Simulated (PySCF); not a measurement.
Correlation energy of Tl (thallium, neutral)

[Xe] 4f14 5d10 6s2 6p1, 2P determinant. Calculation: PySCF 2.14, in def2-TZVPPD with the def2 core potential (60 electrons); a scalar-relativistic core potential. Frozen: 5s2 5p6 5d10; 3 electrons correlated.

```tsv
level	correlation energy (mhartree)
CCSD	-35.26
(T)	-0.49
CCSD(T)	-35.75
CCSDT	-35.91
```

Diagnostics: T1 = 0.0096, D1 = 0.0223, largest double amplitude 0.055.

Spin-orbit coupling, absent here, splits the open shell strongly.

Cost of the coupled-cluster step: about 2 core-seconds, for 3 correlated electrons.

Iterations:

```
CC2 = 0
CCSD nocc = (np.int64(2), np.int64(1)), nmo = (47, 47)
frozen orbitals [[0, 1, 2, 3, 4, 5, 6, 7, 8], [0, 1, 2, 3, 4, 5, 6, 7, 8]]
max_cycle = 100
direct = 0
conv_tol = 1e-08
conv_tol_normt = 1e-06
diis_space = 8
diis_start_cycle = 0
Init t2, MP2 energy = -0.0262634278711612
Init E_corr(UCCSD) = -0.0262634278734831
cycle = 1  E_corr(UCCSD) = -0.0323197326240863  dE = -0.00605630475  norm(t1,t2) = 0.0419256
cycle = 2  E_corr(UCCSD) = -0.0341516735760282  dE = -0.00183194095  norm(t1,t2) = 0.0163105
cycle = 3  E_corr(UCCSD) = -0.0352720481286494  dE = -0.00112037455  norm(t1,t2) = 0.00705297
cycle = 4  E_corr(UCCSD) = -0.0352592715725778  dE = 1.27765561e-05  norm(t1,t2) = 0.000946938
cycle = 5  E_corr(UCCSD) = -0.0352651702776859  dE = -5.89870511e-06  norm(t1,t2) = 0.000151629
cycle = 6  E_corr(UCCSD) = -0.0352632608695887  dE = 1.9094081e-06  norm(t1,t2) = 3.24574e-05
cycle = 7  E_corr(UCCSD) = -0.0352640409139352  dE = -7.80044347e-07  norm(t1,t2) = 6.84024e-06
cycle = 8  E_corr(UCCSD) = -0.0352637977100678  dE = 2.43203867e-07  norm(t1,t2) = 1.64029e-06
cycle = 9  E_corr(UCCSD) = -0.0352638516781207  dE = -5.39680528e-08  norm(t1,t2) = 3.86882e-07
cycle = 10  E_corr(UCCSD) = -0.0352638449387544  dE = 6.73936627e-09  norm(t1,t2) = 7.8413e-08
UCCSD converged
E(UCCSD) = -171.5503060566022  E_corr = -0.03526384493875442
UCCSD(T) correction = -0.000489377247805426
```
